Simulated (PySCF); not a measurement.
Excitations are Tamm–Dancoff values on a coarser integration grid. The basis has no diffuse functions, so Rydberg states are missing or too high.

Cartesian coordinates (Å):
```xyz
9

C     -1.4526    -0.2106    -0.3391
C     -0.1537    -0.4223    -0.1483
C      0.7446     0.6110     0.3572
N      1.9903     0.5035     0.5705
H     -2.1109    -0.9846    -0.7143
H     -1.8986     0.7549    -0.1215
H      0.2879    -1.3923    -0.3677
H      0.2787     1.5782     0.5712
H      2.3142    -0.4378     0.3362
```
Charge 0, multiplicity 1.

Task: Predict the HOMO, S1 excitation (TDA) and S1–T1 gap (TDA) from PBE-D3(BJ)/def2-TZVP // PBE0-D4/def2-TZVP run with PySCF.

Result: 
* **HOMO**: -6.18 eV
* **S1 excitation (TDA)**: 4.11 eV
* **S1–T1 gap (TDA)**: 0.67 eV
